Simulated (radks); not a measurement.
Trend from Sc to Zn: ionisation energy by Delta-SCF between NIST ground configurations, and size. All-electron calculation, scalar-relativistic Kohn-Sham, r2SCAN, spin-polarised, spherical densities, finite nucleus; open shells are filled with parallel spins first; meta-GGA in the generalised Kohn-Sham scheme; Fermi nuclear charge, rms radius of each element as measured or else 0.836 A^(1/3) + 0.57 fm. Program: a radial shooting solver on a logarithmic mesh with Libxc functionals.

species,configuration,configuration of the ion,IE (eV),NIST (eV),kind,-e(HOMO) (eV),r at 0.001 e/bohr^3 (bohr)
Sc,[Ar] 3d1 4s2,[Ar] 3d1 4s1,6.185,6.561,exp.,3.418 (3d),5.00
Ti,[Ar] 3d2 4s2,[Ar] 3d2 4s1,6.426,6.828,exp.,4.243 (4s),4.88
V,[Ar] 3d3 4s2,[Ar] 3d4,5.553,6.746,exp.,4.362 (4s),4.77
Cr,[Ar] 3d5 4s1,[Ar] 3d5,7.355,6.767,exp.,3.871 (3d),4.40
Mn,[Ar] 3d5 4s2,[Ar] 3d5 4s1,6.946,7.434,exp.,4.556 (4s),4.58
Fe,[Ar] 3d6 4s2,[Ar] 3d6 4s1,7.652,7.902,exp.,4.501 (3d),4.49
Co,[Ar] 3d7 4s2,[Ar] 3d8,7.902,7.881,exp.,5.404 (4s),4.40
Ni,[Ar] 3d8 4s2,[Ar] 3d9,6.992,7.640,exp.,5.702 (4s),4.32
Cu,[Ar] 3d10 4s1,[Ar] 3d10,8.257,7.726,exp.,4.913 (3d),4.09
Zn,[Ar] 3d10 4s2,[Ar] 3d10 4s1,9.411,9.394,exp.,6.220 (4s),4.19

Reference values: NIST Atomic Spectra Database (measured). Open shells are spherical and high-spin; term and fine-structure splittings are not resolved.
